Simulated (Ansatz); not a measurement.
The lowest singlet and triplet of CHF (SMILES [CH]F); geometries from B3LYP-D3(BJ)/def2-TZVP, each state relaxed from the structure named, with no frequency check.
Singlet (charge 0, multiplicity 1):
```xyz
3

C     -0.574     0.443     0.000
F      0.534    -0.255     0.000
H     -1.361    -0.359     0.000
```
Triplet (charge 0, multiplicity 3):
```xyz
3

C     -0.620     0.335     0.000
F      0.582    -0.192     0.000
H     -1.516    -0.285     0.000
```

A positive gap puts the triplet lower; no zero-point energy. R- takes a restricted singlet. The triplet is unrestricted in single-reference levels. Active spaces average the two states.

Frozen-core correlation.

Codes used: Ansatz (a quantum-chemistry and plane-wave program). 

R-PBE/def2-TZVPP gives -39.4 kJ/mol for the gap E(singlet) − E(triplet), adiabatic.

### Question
Predict the shift from PBE, with its sign, for: R-r2SCAN/def2-TZVPP, R-PBE0/def2-TZVPP, R-wB97M-V/def2-TZVPP, R-B2PLYP/def2-TZVPP, R-MP2/cc-pVQZ, R-CCSD(T)/cc-pVQZ, SC-NEVPT2 on SA-CASSCF(2,2)/cc-pVQZ, FIC-MRCISD+Q on SA-CASSCF(2,2)/cc-pVQZ.

### Answer
R-r2SCAN/def2-TZVPP 27.9; R-PBE0/def2-TZVPP 10.5; R-wB97M-V/def2-TZVPP -28.9; R-B2PLYP/def2-TZVPP -10.6; R-MP2/cc-pVQZ -8.9; R-CCSD(T)/cc-pVQZ -22.1; SC-NEVPT2 on SA-CASSCF(2,2)/cc-pVQZ -14.0; FIC-MRCISD+Q on SA-CASSCF(2,2)/cc-pVQZ -20.5 kJ/mol. 2 of 8 lie above PBE; the widest gap is to R-wB97M-V/def2-TZVPP.

Doubts at one or more of the structures used: a restricted determinant that unrestricted orbitals would lower (R-PBE/def2-TZVPP, R-r2SCAN/def2-TZVPP, R-PBE0/def2-TZVPP, R-B2PLYP/def2-TZVPP, R-MP2/cc-pVQZ, R-CCSD(T)/cc-pVQZ).

Measured: singlet below triplet (a) by 5210 ± 140 cm-1 = 14.9 kcal/mol (with zero-point energy) [Jacox, NIST Chemistry WebBook].
